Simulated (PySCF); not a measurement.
Compound: C3H9FGeNP.
Numbering: `[NH2:1][Ge@:2]1([PH2:3])[CH2:4][C@H:5]([F:6])[CH2:7]1` (hydrogens: H8, H9 on N1; H10, H11 on P3; H12, H13 on C4; H14 on C5; H15, H16 on C7)

Geometry (GFN2-xTB, Å), atoms numbered from 1 in this order:
```xyz
16
C3H9FGeNP angstrom
N      0.9994    1.4909   -1.0043
Ge     0.6710   -0.0173   -0.0036
P      2.6896   -1.1148    0.4813
C     -0.9009   -1.0002   -0.7953
C     -1.8011   -0.2638    0.1908
F     -2.1990    0.9276   -0.4030
C     -0.8630    0.0815    1.3392
H      1.6332    2.1783   -0.6207
H      0.1527    1.9650   -1.2896
H      3.1323   -0.8849   -0.8140
H      3.2661    0.0648    0.9385
H     -1.2011   -0.8533   -1.8291
H     -0.8925   -2.0658   -0.5794
H     -2.7268   -0.7805    0.4695
H     -1.1359    1.0056    1.8415
H     -0.8316   -0.7241    2.0668
```

PySCF, density fitting, gas phase, GFN2-xTB geometry. The standard run uses grid level 2 after a coarse-grid start, the def2-universal JK fitting basis (with tight functions added where the orbital basis needs them), an energy threshold of 1e-9 Eh and DIIS. Cycle counts include a coarse-grid stage where the run had one.

**Question.** Standard PBE0/def2-SVPD: E = -2691.451298 Eh, HOMO -7.014 eV, LUMO 0.007 eV, dipole 1.085 D, 12 cycles (coarse-grid cycles included). What changes at PBE0/def2-SVPD with: grid level 4?

**Answer.** E = -2691.451301 Eh (-0.003 mEh), HOMO -7.014 eV (0.000), LUMO 0.007 eV (0.000), dipole 1.085 D (0.000), 12 SCF cycles. The result matches the standard run within 0.02 mEh and 0.003 eV.

The cycles:
```
cycle   1  E = -2691.3564127685  dE = -1.229e-02  |g| = 7.111e-01  |ddm| = 5.637e+00
cycle   2  E = -2691.2818175854  dE =  7.460e-02  |g| = 9.615e-01  |ddm| = 2.370e+00
cycle   3  E = -2691.4496930807  dE = -1.679e-01  |g| = 8.242e-02  |ddm| = 1.301e+00
cycle   4  E = -2691.4509426454  dE = -1.250e-03  |g| = 3.805e-02  |ddm| = 1.578e-01
cycle   5  E = -2691.4512610096  dE = -3.184e-04  |g| = 7.784e-03  |ddm| = 5.450e-02
cycle   6  E = -2691.4512769813  dE = -1.597e-05  |g| = 2.286e-03  |ddm| = 1.888e-02
cycle   7  E = -2691.4512784153  dE = -1.434e-06  |g| = 4.666e-04  |ddm| = 4.377e-03
cycle   8  E = -2691.4513006719  dE = -1.409e-07  |g| = 5.685e-04  |ddm| = 1.281e-02
cycle   9  E = -2691.4513006248  dE =  4.710e-08  |g| = 7.537e-04  |ddm| = 1.889e-03
cycle  10  E = -2691.4513007418  dE = -1.170e-07  |g| = 7.531e-05  |ddm| = 1.063e-03
cycle  11  E = -2691.4513007431  dE = -1.322e-09  |g| = 1.470e-05  |ddm| = 1.255e-04
cycle  12  E = -2691.4513007432  dE = -6.094e-11  |g| = 5.522e-06  |ddm| = 3.453e-05
```
